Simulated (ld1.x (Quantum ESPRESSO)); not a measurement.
# Transferability test, ultrasoft potential for Br

```json
{"Element": "bromine (Br)", "Generator": "ld1.x (Quantum ESPRESSO) 7.5", "Type": "ultrasoft", "Functional": "PBEsol", "Relativity": "fully relativistic", "Frozen core": "[Ar]", "Valence charge": "17", "Reference configuration": "3d10 4s2 4p4.75 (charge +0.25)", "Partial waves": "4s (bound): rcut 1.15, rcutus 1.50 bohr; 4s channel at -0.95 Ry: rcut 1.15, rcutus 1.50 bohr; 4p (bound): rcut 1.40, rcutus 1.80 bohr; 4p channel at -0.45 Ry: rcut 1.40, rcutus 1.80 bohr; 3d (bound): rcut 1.05, rcutus 1.30 bohr; 3d channel at -1.6 Ry: rcut 1.05, rcutus 1.30 bohr", "Local potential": "all-electron potential smoothed inside 1.05 bohr (lloc = -1)", "Core correction": "Bessel-smoothed model core inside 0.90 bohr", "Augmentation charge": "PSQ, inside the norm-conserving radii"}
```

Open shells are filled in proportion to 2j + 1 (rel_dist='average').

Energies are relative to the spin-unpolarised reference configuration 3d10 4s2 4p4.75; without spin polarisation the order of configurations can differ from experiment. Not all tests gave a result: test run stopped at test 4 of 7 (negative rho).

| valence configuration | charge | ΔE all-electron (eV) | error AE − PS (meV) |
| --- | --- | --- | --- |
| 3d10 4s2 4p5 | 0 | -2.248 | 0.0 |
| 3d10 4s2 4p4 | +1 | 10.312 | -0.1 |
| 3d10 4s2 4p3 | +2 | 33.089 | -0.1 |

Levels in the configuration 3d10 4s2 4p5:

```json
{"level": "3d j=3/2", "all-electron (eV)": "-67.331", "pseudo (eV)": "-67.338"}
{"level": "3d j=5/2", "all-electron (eV)": "-66.246", "pseudo (eV)": "-66.253"}
{"level": "4s j=1/2", "all-electron (eV)": "-20.127", "pseudo (eV)": "-20.127"}
{"level": "4p j=1/2", "all-electron (eV)": "-8.193", "pseudo (eV)": "-8.193"}
{"level": "4p j=3/2", "all-electron (eV)": "-7.693", "pseudo (eV)": "-7.693"}
```

Note: ghost state, extra bound levels that the all-electron valence spectrum of the same l lacks: s at -36.4 eV. A true bound ghost makes a file unfit for plane-wave use.
